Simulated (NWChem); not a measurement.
System: CH₅ClOSi₂; SMILES O=C[Si@H]([SiH3])Cl

The following NWChem deck was run.

```
start job
memory heap 200 mb stack 900 mb global 1100 mb
geometry units angstroms noautosym nocenter noautoz
  O      1.967779     1.803228    -0.008708
  C      1.715748     0.652893     0.245577
  Si     0.123541    -0.146774    -0.506507
  Si    -1.767906     1.073961     0.151000
  Cl    -0.035300    -2.101979     0.189122
  H      2.386709     0.043746     0.912994
  H      0.300004    -0.178184    -1.987515
  H     -1.649015     2.478268    -0.341482
  H     -1.849954     1.064641     1.641891
  H     -2.990268     0.435656    -0.421482
end
basis spherical
  O library 6-31g*
  C library 6-31g*
  Si library 6-31g*
  Cl library 6-31g*
  H library 6-31g*
end
dft
  xc xpbe96 cpbe96
  iterations 150
end
cosmo
  do_cosmo_smd true
  solvent thf
end
task dft energy
```

NWChem printed, in part:

```
             Northwest Computational Chemistry Package (NWChem) 7.3.0
             --------------------------------------------------------

                             Geometry "geometry" -> ""
                             -------------------------

 Output coordinates in angstroms (scale by  1.889725989 to convert to a.u.)

  No.       Tag          Charge          X              Y              Z
 ---- ---------------- ---------- -------------- -------------- --------------
    1 O                    8.0000     1.96777900     1.80322800    -0.00870800
    2 C                    6.0000     1.71574800     0.65289300     0.24557700
    3 Si                  14.0000     0.12354100    -0.14677400    -0.50650700
    4 Si                  14.0000    -1.76790600     1.07396100     0.15100000
    5 Cl                  17.0000    -0.03530000    -2.10197900     0.18912200
    6 H                    1.0000     2.38670900     0.04374600     0.91299400
    7 H                    1.0000     0.30000400    -0.17818400    -1.98751500
    8 H                    1.0000    -1.64901500     2.47826800    -0.34148200
    9 H                    1.0000    -1.84995400     1.06464100     1.64189100
   10 H                    1.0000    -2.99026800     0.43565600    -0.42148200

 Effective nuclear repulsion energy (a.u.)     326.4599884063

  pbe96 is a nonlocal functional; adding pw91lda local functional.

                                 NWChem DFT Module
                                 -----------------

 Summary of "ao basis" -> "ao basis" (spherical)
 ------------------------------------------------------------------------------
       Tag                 Description            Shells   Functions and Types
 ---------------- ------------------------------  ------  ---------------------
 O                           6-31g*                  6       14   3s2p1d
 C                           6-31g*                  6       14   3s2p1d
 Si                          6-31g*                  8       18   4s3p1d
 Cl                          6-31g*                  8       18   4s3p1d
 H                           6-31g*                  2        2   2s

 in cosmo_initialize ...
 calling solv_data for solv:thf

 solvent parameters
 solvname_short: thf
 solvname_long:  tetrahydrofuran
 dielec:        7.4257
 dielecinf:     1.9740
 nonaqueous SMD model solvent descriptors
 dielec:        7.4257
 sola:          0.0000
 solb:          0.4800
 solc:          0.0000
 solg:         39.4400
 solh:          0.0000
 soln:          1.4050

          ---------------
          -cosmo- solvent
          ---------------
 Cosmo: York-Karplus, doi: 10.1021/jp992097l
 dielectric constant -eps-     =   7.43
 screen = (eps-1)/(eps    )    =   0.86533
 surface charge correction     = lagrangian

   van der Waals surface
 --------------------------

 ---------- ATOMIC COORDINATES (A.U.) ------------ VDWR(ANG.) --
     1    3.71856312    3.40760681   -0.01645573     2.294
     2    3.24229359    1.23378887    0.46407324     1.850
     3    0.23345864   -0.27736264   -0.95715944     2.470
     4   -3.34085791    2.02949201    0.28534862     2.470
     5   -0.06670733   -3.97216434    0.35738876     2.380
     6    4.51022602    0.08266795    1.72530849     1.200
     7    0.56692536   -0.33671894   -3.75585875     1.200
     8   -3.11618650    4.68324745   -0.64530741     1.200
     9   -3.49590615    2.01187977    3.10272409     1.200
    10   -5.65078715    0.82327047   -0.79648549     1.200
 number of segments per atom =        128
 number of   points per atom =        128
 atom (   nspa,  nppa )
 ----------------------
    1 (     88,     0 )       0
    2 (     16,     0 )       0
    3 (     42,     0 )       0
    4 (     82,     0 )       0
    5 (     94,     0 )       0
    6 (     55,     0 )       0
    7 (     33,     0 )       0
    8 (     31,     0 )       0
    9 (     34,     0 )       0
   10 (     32,     0 )       0
 number of -cosmo- surface points =      507
 molecular surface =    174.119 angstrom**2
 molecular volume  =    178.062 angstrom**3
 -lineq- algorithm             =   0
 -bem- low  level              =   3
 -bem- from -octahedral-
 gaussian surface charge width =   4.50000
 degree of switching           =   1.00000
 switching function tolerance  =   0.00010
 atomic radii =
 --------------
    1  8.000  2.294
    2  6.000  1.850
    3 14.000  2.470
    4 14.000  2.470
    5 17.000  2.380
    6  1.000  1.200
    7  1.000  1.200
    8  1.000  1.200
    9  1.000  1.200
   10  1.000  1.200
 ...... end of -cosmo- initialization ......

 nat:                    10
 ixmem:                  5529
 calling mnsol_interface()
 G(SMD-CDS) energy (kcal/mol)  =    -0.895
 SMD-CDS SASA (angstrom**2)    =   178.927

            General Information
            -------------------
          SCF calculation type: DFT
          Wavefunction type:  closed shell.
          No. of atoms     :    10
          No. of electrons :    64
           Alpha electrons :    32
            Beta electrons :    32
          Charge           :     0
          Spin multiplicity:     1
          Use of symmetry is: off; symmetry adaption is: off
          Maximum number of iterations: 150
          AO basis - number of functions:    92
                     number of shells:    46
          Convergence on energy requested:  1.00D-06
          Convergence on density requested:  1.00D-05
          Convergence on gradient requested:  5.00D-04

              XC Information
              --------------
          PerdewBurkeErnzerhof Exchange Functional  1.000
            Perdew 1991 LDA Correlation Functional  1.000 local
           PerdewBurkeErnz. Correlation Functional  1.000 non-local

             Grid Information
             ----------------
          Grid used for XC integration:  medium
          Radial quadrature: Mura-Knowles
          Angular quadrature: Lebedev.
          Tag              B.-S. Rad. Rad. Pts. Rad. Cut. Ang. Pts.
          ---              ---------- --------- --------- ---------
          O                   0.60       49          12.0       434
          C                   0.70       49          11.0       434
          Si                  1.10       88          11.0       590
          Cl                  1.00       88          11.0       590
          H                   0.35       45          12.0       434
          Grid pruning is: on
          Number of quadrature shells:   587
          Spatial weights used:  Erf1

      Superposition of Atomic Density Guess
      -------------------------------------

 Sum of atomic energies:       -1151.99096684

      Non-variational initial energy
      ------------------------------

 Total energy =   -1153.553826
 1-e energy   =   -2242.935879
 2-e energy   =     762.922065
 HOMO         =      -0.257383
 LUMO         =      -0.047277

   convergence    iter        energy       DeltaE   RMS-Dens  Diis-err
 ---------------- ----- ----------------- --------- --------- ---------
     COSMO gas phase
 d= 0,ls=0.0,diis     1  -1154.7152884616 -1.48D+03  2.93D-02  1.09D+00
 d= 0,ls=0.0,diis     2  -1153.7765054317  9.39D-01  2.36D-02  9.36D+00
 d= 0,ls=0.0,diis     3  -1154.8373722676 -1.06D+00  6.13D-03  1.16D-01
 d= 0,ls=0.0,diis     4  -1154.8442477551 -6.88D-03  3.08D-03  5.54D-02
 d= 0,ls=0.0,diis     5  -1154.8525882544 -8.34D-03  4.69D-04  1.06D-03
  Resetting Diis
 d= 0,ls=0.0,diis     6  -1154.8527663349 -1.78D-04  9.48D-05  5.01D-05
 d= 0,ls=0.0,diis     7  -1154.8527744105 -8.08D-06  5.45D-05  3.17D-06
 d= 0,ls=0.0,diis     8  -1154.8527731834  1.23D-06  3.17D-05  1.42D-05
 d= 0,ls=0.0,diis     9  -1154.8527748049 -1.62D-06  8.71D-06  1.26D-06
 d= 0,ls=0.0,diis    10  -1154.8527749431 -1.38D-07  1.50D-06  2.85D-08

   convergence    iter        energy       DeltaE   RMS-Dens  Diis-err
 ---------------- ----- ----------------- --------- --------- ---------
     COSMO solvation phase
 d= 0,ls=0.0,diis     1  -1154.8576013797 -4.83D-03  1.49D-03  1.10D-03
 d= 0,ls=0.0,diis     2  -1154.8574019653  1.99D-04  4.51D-04  4.97D-03
 d= 0,ls=0.0,diis     3  -1154.8579533195 -5.51D-04  1.58D-04  1.46D-04
 d= 0,ls=0.0,diis     4  -1154.8579653624 -1.20D-05  7.70D-05  3.85D-05
 d= 0,ls=0.0,diis     5  -1154.8579704552 -5.09D-06  1.96D-05  2.29D-06
 d= 0,ls=0.0,diis     6  -1154.8579708128 -3.58D-07  3.55D-06  1.17D-07

         Total DFT energy =    -1154.857970812812
      One electron energy =    -2245.587873738408
           Coulomb energy =      849.927866708934
    Exchange-Corr. energy =      -85.314603556771
 Nuclear repulsion energy =      326.459988406269

             COSMO energy =       -0.343348632837

 Numeric. integr. density =       63.999981836989

                                COSMO-SMD solvation results
                                ---------------------------

             internal energy in gas <Psi(g)|H|Psi(g)> =     -1154.852774943051
         internal energy in solvent <Psi(s)|H|Psi(s)> =     -1154.852356806173
                               delta internal energy  =         0.000418136878 (    0.26 kcal/mol)
   total free energy in solvent <Psi(s)|H+V/2|Psi(s)> =     -1154.856544506744
 polarization energy contribution <Psi(s)|V/2|Psi(s)> =        -0.004187700570 (   -2.63 kcal/mol)
    total free energy in solvent including G(SMD-CDS) =     -1154.857970812812
                       G(SMD-CDS) energy contribution =        -0.001426306069 (   -0.90 kcal/mol)
     1 M fixed-concentration free energy of solvation =        -0.005195869761 (   -3.26 kcal/mol)

                       DFT Final Molecular Orbital Analysis
                       ------------------------------------

 Vector   30  Occ=2.000000D+00  E=-2.933958D-01
              MO Center=  9.1D-02, -1.6D+00,  9.0D-02, r^2= 2.8D+00
   Bfn.  Coefficient  Atom+Function         Bfn.  Coefficient  Atom+Function
  ----- ------------  ---------------      ----- ------------  ---------------
    73      0.516659   5 Cl pz               71      0.427995   5 Cl px
    77      0.277088   5 Cl pz               75      0.234325   5 Cl px
    69     -0.202905   5 Cl pz               67     -0.168269   5 Cl px
    20     -0.138236   2 C  s                86      0.120266   7 H  s
     3      0.097890   1 O  px                5      0.094268   1 O  pz

 Vector   31  Occ=2.000000D+00  E=-2.611184D-01
              MO Center= -4.1D-01, -3.7D-01, -1.7D-01, r^2= 4.6D+00
   Bfn.  Coefficient  Atom+Function         Bfn.  Coefficient  Atom+Function
  ----- ------------  ---------------      ----- ------------  ---------------
    71      0.298566   5 Cl px               73     -0.272946   5 Cl pz
    53      0.259034   4 Si px               72     -0.216769   5 Cl py
    86     -0.196576   7 H  s                35     -0.194714   3 Si px
    37      0.183845   3 Si pz               54     -0.180799   4 Si py
    75      0.178028   5 Cl px               77     -0.161828   5 Cl pz

 Vector   32  Occ=2.000000D+00  E=-2.028436D-01
              MO Center=  1.5D+00,  9.7D-01,  6.5D-02, r^2= 3.0D+00
   Bfn.  Coefficient  Atom+Function         Bfn.  Coefficient  Atom+Function
  ----- ------------  ---------------      ----- ------------  ---------------
     3      0.429090   1 O  px                7      0.319800   1 O  px
     5      0.291670   1 O  pz               84     -0.287047   6 H  s
    35      0.269009   3 Si px                9      0.214571   1 O  pz
    83     -0.186094   6 H  s                34      0.182008   3 Si s
    17     -0.171994   2 C  px               20      0.145645   2 C  s

 Vector   33  Occ=0.000000D+00  E=-9.546447D-02
              MO Center=  1.4D+00,  8.7D-01,  5.8D-02, r^2= 2.7D+00
   Bfn.  Coefficient  Atom+Function         Bfn.  Coefficient  Atom+Function
  ----- ------------  ---------------      ----- ------------  ---------------
    56      0.448156   4 Si s                19     -0.374918   2 C  pz
    23     -0.356100   2 C  pz                5      0.345182   1 O  pz
     9      0.329186   1 O  pz               38     -0.325522   3 Si s
    39      0.266575   3 Si px               86     -0.258011   7 H  s
    41     -0.255557   3 Si pz               17      0.232823   2 C  px

 Vector   34  Occ=0.000000D+00  E=-4.301437D-02
              MO Center= -2.9D-01, -2.5D-02, -3.7D-01, r^2= 4.6D+00
   Bfn.  Coefficient  Atom+Function         Bfn.  Coefficient  Atom+Function
  ----- ------------  ---------------      ----- ------------  ---------------
    40      0.782099   3 Si py               74      0.609773   5 Cl s
    38     -0.465110   3 Si s                76      0.451766   5 Cl py
    36      0.436517   3 Si py               88     -0.363058   8 H  s
    72      0.295289   5 Cl py               39      0.245273   3 Si px
    41     -0.227703   3 Si pz               92      0.222381  10 H  s

 Vector   35  Occ=0.000000D+00  E=-1.357722D-02
              MO Center= -7.8D-01,  4.6D-01, -2.1D-01, r^2= 5.2D+00
   Bfn.  Coefficient  Atom+Function         Bfn.  Coefficient  Atom+Function
  ----- ------------  ---------------      ----- ------------  ---------------
    39      0.877601   3 Si px               56      0.757269   4 Si s
    57      0.727093   4 Si px               90     -0.608900   9 H  s
    38     -0.557470   3 Si s                86      0.414505   7 H  s
    92      0.402344  10 H  s                20     -0.389028   2 C  s
    59      0.349169   4 Si pz               58     -0.341329   4 Si py

     Multipole analysis of the density
     ---------------------------------

     L   x y z        total         alpha         beta         nuclear
     -   - - -        -----         -----         ----         -------
     0   0 0 0     -0.000000    -32.000000    -32.000000     64.000000

     1   1 0 0     -0.198830      1.211123      1.211123     -2.621076
     1   0 1 0      0.045302      0.557175      0.557175     -1.069048
     1   0 0 1     -0.011584      0.517492      0.517492     -1.046568

     2   2 0 0    -38.582394   -221.951571   -221.951571    405.320747
     2   1 1 0     -3.370976     -5.660603     -5.660603      7.950229
     2   1 0 1      0.785577      3.905041      3.905041     -7.024504
     2   0 2 0    -44.590183   -250.182297   -250.182297    455.774411
     2   0 1 1      0.430538      2.890496      2.890496     -5.350455
     2   0 0 2    -37.794146    -41.493407    -41.493407     45.192669
```

Level: PBE/6-31G* (spherical d), SMD on the gas-phase geometry. Coordinates come from a PBE0/def2-SVP optimisation. Solvent: tetrahydrofuran.
